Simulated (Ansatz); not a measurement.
ClFH₄Si₃ (`F[Si@H]1[SiH2][Si@@H]1Cl`), 9 atoms. Total charge 0; spin multiplicity 1. All runs use 4 threads of an Arm Neoverse V2 on a shared host. Correlated methods freeze the cores.

(1) How many basis functions does each run have, and how long does it take in Ansatz? RKS ωB97M-V/def2-TZVPP energy and forces; RKS PBE0-D4/def2-TZVPP energy; RKS PBE0-D4/def2-TZVP relaxation (5 steps); RHF-CCSD(T)/def2-SVP energy; RKS PBE0-D4/def2-QZVPP energy; RKS PBE0-D4/def2-TZVP frequencies; RKS HSE06 (plane-wave form)-D4/def2-TZVPP energy; RKS ωB97M-V/def2-QZVPP energy; RKS ωB97M-V/def2-SVP energy; RHF-CCSD(T)/def2-TZVPP energy; RKS r2SCAN-D4/def2-TZVPP energy and forces; direct RPA on PBE orbitals/def2-TZVPP energy. (An estimate is asked.)

Answers

(1) Computed: Other jobs shared the machine, so times are rough.

```csv
level,job,functions,wall time,peak host memory (GiB)
RHF-CCSD(T)/def2-SVP,energy,106,3.5 s,0.51
RKS PBE0-D4/def2-TZVPP,energy,255,3.8 s,0.79
RKS HSE06 (plane-wave form)-D4/def2-TZVPP,energy,255,4.2 s,0.83
direct RPA on PBE orbitals/def2-TZVPP,energy,255,5.5 s,0.57
RKS ωB97M-V/def2-SVP,energy,106,6 s,0.51
RKS r2SCAN-D4/def2-TZVPP,energy and forces,255,6 s,0.42
RKS PBE0-D4/def2-QZVPP,energy,457,10 s,2
RKS ωB97M-V/def2-TZVPP,energy and forces,255,15 s,1.1
RKS PBE0-D4/def2-TZVP,relaxation (5 steps),203,22 s,0.61
RKS ωB97M-V/def2-QZVPP,energy,457,23 s,2.4
RHF-CCSD(T)/def2-TZVPP,energy,255,2.2 min,5
RKS PBE0-D4/def2-TZVP,frequencies,203,2.2 min,0.62
```
